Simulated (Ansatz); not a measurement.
Ben (charge +1): PBE0/def2-TZVP single points in Ansatz on relaxed structures, gas phase. Each cluster is the lowest isomer that a short search found in that spin, judged at the geometry's level, and lower ones may exist. HOMO and LUMO are taken over both spins. The structures are stationary points that may keep the symmetry of their start.

| species | atoms | state | geometry | HOMO (eV) | LUMO (eV) | gap (eV) | lowest of the spins relaxed | point group (within 0.1 Å) |
| --- | --- | --- | --- | --- | --- | --- | --- | --- |
| Be3⁺ | 3 | doublet | PBE0/def2-TZVP | -9.97 | -8.08 | 1.90 | doublet, of doublet/quartet | D∞h |
| Be4⁺ | 4 | doublet | PBE/def2-TZVP | -10.07 | -7.98 | 2.09 | doublet, of doublet/quartet | D4h |
| Be5⁺ | 5 | doublet | PBE/def2-TZVP | -10.23 | -8.00 | 2.23 | doublet, of doublet/quartet | D3h |
| Be6⁺ | 6 | doublet | PBE0/def2-TZVP | -9.87 | -7.58 | 2.29 | – | Cs |
| Be10⁺ | 10 | doublet | PBE/def2-SVP | -9.59 | -7.94 | 1.66 | – | D4d |
| Be12⁺ | 12 | doublet | PBE0/def2-SVP | -9.23 | -7.41 | 1.82 | – | – |

The gap (eV) runs from 1.66 (Be10⁺) to 2.29 (Be6⁺). It doesn't follow size steadily.
